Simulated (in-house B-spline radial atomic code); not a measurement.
TDHF excitations of Br7+

Method: TDHF. Computed with an all-electron radial atomic-structure program (B-spline basis): linear response of the closed shell [Ar] 3d10 with bare exchange (time-dependent Hartree-Fock); non-relativistic, point nucleus, no spin-orbit coupling, no double excitations, S, P, D and F terms only. Only terms of natural parity with L up to 3 were computed.

Without relativity these are model numbers for so heavy an element.

Command:
```bash
python run_td.py task.json out
```
Settings (radii: box in bohr, nucleus in fm):
```
Z                        35
electrons                28
configuration            [Ar] 3d10
hamiltonian              nr
method                   hf
box_radius               12.81
intervals                53
```

Time taken, with all properties: 1.1 s on 1 thread of Intel(R) Xeon(R) Platinum 8488C (Sapphire Rapids) (shared host).

The lowest states, in the order of their Tamm-Dancoff energies; the method's threshold (minus the highest occupied level) is 196.13 eV. Labels give the largest channel, * marks a mixed state, and oscillator strengths are full-response dipole values. Energies in eV:

| state | full response | Tamm-Dancoff | oscillator strength |
| --- | --- | --- | --- |
| 3d → 4s 3D | 74.14 | 74.18 | - |
| 3d → 4s 1D | 75.14 | 75.16 | - |
| 3d → 4p 3P | 89.55 | 89.61 | - |
| 3d → 4p 3F | 90.50 | 90.55 | - |
| 3d → 4p 1F | 91.26 | 91.27 | - |
| 3d → 4p 1P | 92.16 | 92.24 | 0.581 |
| 3d → 4d 3S | ? | ? | - |
| 3d → 4d 3D | 117.00 | 117.04 | - |
| 3d → 4d 1D | 118.08 | 118.10 | - |
| 3d → 4d 1S | ? | ? | - |

Task: Where does 3d → 4d 3S lie?

Result: At 114.62 eV in full response, 114.74 eV in Tamm-Dancoff.

Task: Where does 3d → 4d 1S lie?

Result: At 124.94 eV in full response, 125.83 eV in Tamm-Dancoff.

Task: How large is the singlet-triplet splitting of 3d → 4s (D terms) in Tamm-Dancoff?

Result: 0.977 eV, from the unrounded values.

Task: What polarisabilities and dispersion coefficient does the method give?

Result: Dipole 0.2608 bohr³, quadrupole 0.1982 bohr⁵, C6 0.3372 hartree·bohr⁶ for two such species.
